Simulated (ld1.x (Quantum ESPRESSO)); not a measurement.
**Gd ultrasoft: all-electron and pseudo phase curves**

```json
{"Element": "gadolinium (Gd)", "Generator": "ld1.x (Quantum ESPRESSO) 7.5", "Type": "ultrasoft", "Functional": "PBEsol", "Relativity": "scalar-relativistic", "Frozen core": "[Kr] 4d10", "Valence charge": "18", "Reference configuration": "4f7 5s2 5p6 5d1 6s2 6p0", "Partial waves": "5s (bound): rcut 1.95, rcutus 2.35 bohr; 6s (bound): rcut 1.95, rcutus 2.35 bohr; 5p (bound): rcut 2.05, rcutus 2.65 bohr; 6p (bound, empty): rcut 2.05, rcutus 2.65 bohr; 5d (bound): rcut 2.10, rcutus 2.20 bohr; 5d channel at 0.85 Ry: rcut 2.10, rcutus 2.20 bohr; 4f (bound): rcut 0.90, rcutus 1.25 bohr; 4f channel at 0.2 Ry: rcut 0.90, rcutus 1.25 bohr", "Local potential": "all-electron potential smoothed inside 1.30 bohr (lloc = -1)", "Core correction": "a·sin(br)/r model core, default radius (core density twice the valence density)", "Augmentation charge": "PSQ, inside the norm-conserving radii"}
```

The phase is arctan(r·u′/u) with u = r·R(r), unwrapped; energies in Ry, scanned from -6 to 5 Ry. A pole is an energy at which the radial function vanishes at the test radius. The pseudo phase is shifted by a multiple of π to meet the all-electron one at the reference energy, and phase errors are pseudo minus all-electron; the curves can meet again beyond the range given. Levels narrower than the energy grid can be missing from the lists of poles.

Problem. For each channel, where are the poles, and over which energies does the pseudopotential scatter like the atom?

Solution.

```
channel  radius (bohr)  reference energy (Ry)  poles, all-electron  poles, pseudo  unbroken range about the reference energy with phases within 0.05 rad  phase error 1 Ry above the reference energy (rad)
      s           2.89                  -0.30          -3.60, 2.61    -3.60, 3.05                                                              below 3.7                                             +0.019
      p           2.89                  -0.10          -1.84, 3.98    -1.84, 1.76                                                            -1.5 to 0.4                                             -0.753
      d           2.89                  -0.19                 0.60           0.60                                                        the whole range                                             -0.000
      f           2.89                  -0.64          -0.62, 3.47    -0.62, 3.47                                                        the whole range                                             +0.000
```

The ghost test of this file was not conclusive. Its overlap operator is not positive definite in a basis up to 400 Ry (lowest eigenvalue s -0.01, p -0.42), so the file is unfit for use: the generalised eigenproblem breaks down once the basis is large enough, and its test numbers describe a broken file.

Phases in the s channel:

```json
{"E (Ry)": "-6.00", "all-electron": "1.413", "pseudo": "1.415"}
{"E (Ry)": "-5.48", "all-electron": "1.402", "pseudo": "1.404"}
{"E (Ry)": "-4.96", "all-electron": "1.388", "pseudo": "1.391"}
{"E (Ry)": "-4.44", "all-electron": "1.366", "pseudo": "1.368"}
{"E (Ry)": "-3.92", "all-electron": "1.285", "pseudo": "1.289"}
{"E (Ry)": "-3.40", "all-electron": "-1.712", "pseudo": "-1.710"}
{"E (Ry)": "-2.88", "all-electron": "-1.777", "pseudo": "-1.774"}
{"E (Ry)": "-2.36", "all-electron": "-1.817", "pseudo": "-1.814"}
{"E (Ry)": "-1.84", "all-electron": "-1.867", "pseudo": "-1.865"}
{"E (Ry)": "-1.32", "all-electron": "-1.946", "pseudo": "-1.944"}
{"E (Ry)": "-0.80", "all-electron": "-2.100", "pseudo": "-2.098"}
{"E (Ry)": "-0.28", "all-electron": "-2.519", "pseudo": "-2.519"}
{"E (Ry)": "0.24", "all-electron": "-3.644", "pseudo": "-3.630"}
{"E (Ry)": "0.76", "all-electron": "-4.306", "pseudo": "-4.287"}
{"E (Ry)": "1.28", "all-electron": "-4.522", "pseudo": "-4.502"}
{"E (Ry)": "1.80", "all-electron": "-4.624", "pseudo": "-4.601"}
{"E (Ry)": "2.32", "all-electron": "-4.686", "pseudo": "-4.659"}
{"E (Ry)": "2.84", "all-electron": "-4.732", "pseudo": "-4.699"}
{"E (Ry)": "3.36", "all-electron": "-4.771", "pseudo": "-4.730"}
{"E (Ry)": "3.88", "all-electron": "-4.811", "pseudo": "-4.755"}
{"E (Ry)": "4.40", "all-electron": "-4.859", "pseudo": "-4.779"}
{"E (Ry)": "4.92", "all-electron": "-4.924", "pseudo": "-4.802"}
```
